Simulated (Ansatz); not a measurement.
Reaction (ligand exchange at the Si–C bond): `[SiH3]C1C[AsH]1` + `C[O][In]([OH])[OH]` → `C[O][In]([OH])[O][SiH3]` + `C1C[AsH]1`

Computed with Ansatz on PBE0-D4/def2-TZVP structures; ΔE is electronic, products minus reactants. CBS: MP2 limit from def2 TZ/QZ plus the TZ coupled-cluster correction, frozen cores. DFT in def2-TZVPP. def2 core potentials past Kr. For As, In outer-core shells are correlated without core-valence functions, which leaves a few kJ/mol of doubt a bond. Scalar relativity is left out up to krypton. Each species was taken in one conformer, which may not be the lowest.

`[SiH3]C1C[AsH]1`:

Z-matrix (Å, degrees):
```
Si
C 1 1.856
H 1 1.485 2 110.5
H 1 1.491 2 111.6 3 121.0
H 1 1.489 2 108.2 3 -120.0
C 2 1.482 1 121.1 3 157.9
As 2 2.006 1 113.9 3 80.9
H 2 1.086 1 116.3 3 -51.8
H 6 1.083 2 118.5 1 146.0
H 6 1.085 2 118.3 1 0.9
H 7 1.526 2 93.4 1 -153.1
```

`C[O][In]([OH])[OH]`:

```xyz
10

C     0.080    0.022   -1.929
O    -0.796   -0.054   -0.829
In   -0.149   -0.020    1.032
O    -1.449   -0.132    2.513
O     1.781    0.125    1.415
H     0.791   -0.812   -1.964
H    -0.522   -0.015   -2.843
H     0.657    0.955   -1.948
H    -2.353   -0.199    2.194
H     1.960    0.130    2.359
```

`C[O][In]([OH])[O][SiH3]`:

Z-matrix (Å, degrees):
```
C
O 1 1.410
H 1 1.094 2 107.7
H 1 1.097 2 112.7 3 -118.7
H 1 1.097 2 112.9 3 118.7
In 2 1.962 1 120.7 3 -177.6
O 6 1.981 2 119.1 1 0.9
O 6 1.959 2 124.9 1 -179.3
Si 7 1.627 6 138.6 2 -0.3
H 8 0.962 6 110.7 2 -179.7
H 9 1.492 7 111.6 6 -58.5
H 9 1.487 7 109.3 6 -178.5
H 9 1.492 7 111.5 6 61.5
```

`C1C[AsH]1`:

```xyz
8

C     0.824   -0.041   -0.093
C    -0.503    0.517   -0.412
As   -0.622   -1.383    0.169
H     1.326    0.292    0.806
H     1.490   -0.277   -0.915
H    -0.756    0.667   -1.455
H    -0.938    1.242    0.263
H    -0.821   -1.017    1.636
```

| level | ΔE (kJ/mol) |
| --- | --- |
| ωB97M-V | -94.2 |
| B2PLYP | -97.6 |
| PBE0 | -87.8 |
| SCS-MP2/def2-QZVPP | -98.0 |

What does CCSD(T)/CBS give? (Estimate.)

The calculation gave: -94.0 kJ/mol. The listed levels differ from it by -0.2, -3.6, 6.2, -4.0 kJ/mol.

Largest T1 diagnostic among the species: 0.017.

From PBE to PBE0 (25 % exact exchange), in def2-TZVPP and without D4, ΔE moves by −6.9 kJ/mol. In def2-TZVPP, CCSD(T) changes the Hartree–Fock value by +23.3 kJ/mol (the triples alone add +3.5 kJ/mol) and MP2 by +26.2 kJ/mol.
